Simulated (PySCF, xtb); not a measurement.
Si(Cl)(H)2(OAc) (C₂H₅ClO₂Si), SMILES [SiH2](Cl)OC(C)=O. One conformer was computed; it need not be the lowest.

Harmonic wavenumbers (cm⁻¹) from GFN2-xTB (xtb) at its own minimum, in rising order: 23, 59, 68, 127, 219, 355, 494, 525, 561, 579, 635, 727, 749, 764, 969, 1003, 1011, 1199, 1363, 1440, 1441, 1784, 2347, 2368, 3029, 3036, 3067.

What does PBE0-D3(BJ)/def2-SVP in PySCF give at its own minimum? (An estimate is asked for; the answer gives what the named calculation found.)

65, 77, 110, 158, 247, 382, 566, 581, 607, 655, 722, 801, 895, 954, 978, 1022, 1054, 1292, 1393, 1434, 1443, 1881, 2302, 2313, 3080, 3172, 3221. Paired by order, the mean absolute difference is 62 cm⁻¹ and the zero-point energies are 42.8 and 44.9 kcal/mol.
